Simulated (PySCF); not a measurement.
C2H12N2OSi3.
Atom-mapped SMILES: `[NH2:1][Si@@H:2]1[CH2:3][CH2:4][Si@@H:5]([NH:6][SiH3:7])[O:8]1`

Definitions: NICS(0) = −σiso at the ring centroid; NICS(1) = −σiso and NICS(1)zz = −σzz at ±1 Å along the ring normal z. Level: GIAO PBE0/pcSseg-1 (PySCF, non-relativistic, gas phase) on the GFN2-xTB geometry, one conformer.

Ring bond lengths (Å), with Mayer bond orders in brackets: Si2–C3 1.910 (0.86), C3–C4 1.536 (1.01), C4–Si5 1.900 (0.89), Si5–O8 1.633 (0.95), O8–Si2 1.637 (0.92).

Give the NICS values of each ring in ppm.

| ring | type | NICS(0) | NICS(1), two faces | NICS(1)zz, two faces | rms pucker (Å) | centre to ring atoms, mean (Å) |
| --- | --- | --- | --- | --- | --- | --- |
| Si2–C3–C4–Si5–O8 | 5-membered ring with O and 2 Si; formal bonds all single | -4.0 | -2.6 / -2.8 | -0.5 / -1.0 | 0.15 | 1.45 |

What can be read from them?

- Si2–C3–C4–Si5–O8: mean NICS(1)zz -0.8 ppm, near zero. Si2, C3, C4, Si5 have four or more neighbours, so the value isn't read as a sign of a π ring current.

At the second NICS(1) probe listed for ring Si2–C3–C4–Si5–O8, 1 Å off the ring, what do the in-plane components average?

The isotropic value is a third of the trace: (3 × -2.8 − (-1.0))/2 = -3.7 ppm.
